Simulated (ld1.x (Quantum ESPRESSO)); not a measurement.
**oxygen: excitation energies, all-electron against TM**

- Element: O (Z = 8)
- Generator: ld1.x (Quantum ESPRESSO) 7.5
- Type: norm-conserving Troullier–Martins (Kleinman–Bylander form)
- Functional: LDA (PZ)
- Relativity: non-relativistic
- Frozen core: [He]
- Valence charge: 6
- Reference configuration: 2s2 2p3 (charge +1)
- Partial waves: 2p (bound): rc 1.45 bohr; 3d channel at 0.2 Ry: rc 1.40 bohr; 2s (bound): rc 0.80 bohr
- Local potential: the s channel
- Core correction: a·sin(br)/r model core inside 0.50 bohr

Energies are relative to the spin-unpolarised reference configuration 2s2 2p3; without spin polarisation the order of configurations can differ from experiment. Spin-polarised rows fill each open shell by Hund’s rule, majority spin first.

```tsv
valence configuration	charge	ΔE all-electron (eV)	error AE − PS (meV)
2s2 2p4	0	-16.592	+13
2s2 2p1	+3	87.683	+448
2s1 2p5	0	-2.061	+80
2s1 2p4	+1	14.780	+27
2s2 2p0	+4	164.635	+1596
2s0 2p6	0	12.529	+186
2s2 2p3 (spin-polarised)	+1	-4.012	+144
2s2 2p4 (spin-polarised)	0	-18.001	+63
```

Task: What are ΔE and the potential's error for 2s2 2p2?

Result: ΔE = 33.716 eV all-electron; the error (AE − PS) is +64 meV.
